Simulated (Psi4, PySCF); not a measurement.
H$_{3}$ClGeO (SMILES [OH][GeH2][Cl]), singlet, geometry from GFN2-xTB. Base run: BLYP/6-31G, TDA (PySCF).

Input for PySCF:
```python
from pyscf import gto, scf, dft, tdscf

mol = gto.Mole()
mol.atom = '''
    Ge   -0.09036411   -0.55148126    0.02652786
    O     1.59043863   -0.61228643   -0.38866941
    Cl   -0.64535108    1.47240497    0.11542860
    H    -0.74033076   -1.27278969   -1.11330856
    H    -0.32096284   -1.19791063    1.37198923
    H     2.20040467   -0.01449262    0.03949708
'''
mol.basis = '6-31g'
mol.verbose = 4
mol.build()

mf = dft.RKS(mol)
mf.xc = 'blyp'
mf.kernel()
td = mf.TDA()
td.nstates = 5
td.kernel()
td.analyze()
```

Programs used: Psi4, PySCF; a row that names a program was run with it.

Each row names what was changed in the base input (with any setting that the change needs).

```
change                           first excitation (eV)  oscillator strength of the first  second (eV)
-------------------------------  ---------------------  --------------------------------  -----------
base                                              6.47                             0.015         6.70
nstates = 15                                      6.47                             0.015         6.70
functional = bhandhlyp                            7.87                             0.014         7.92
functional = b3lyp                                7.18                             0.036         7.24
functional = wb97x                                7.70                             0.022         7.85
basis = cc-pVDZ                                   6.66                             0.012         7.00
functional = pbe0                                 7.38                             0.031         7.42
nstates = 10                                      6.47                             0.015         6.70
code = psi4                                       6.47                             0.015         6.70
functional = lc_wpbe                              7.81                             0.018         7.98
guess vectors = 13 for 5 states                   6.47                             0.015         6.70
```

An iterative solver can miss low states, so a row lists the states that it found.
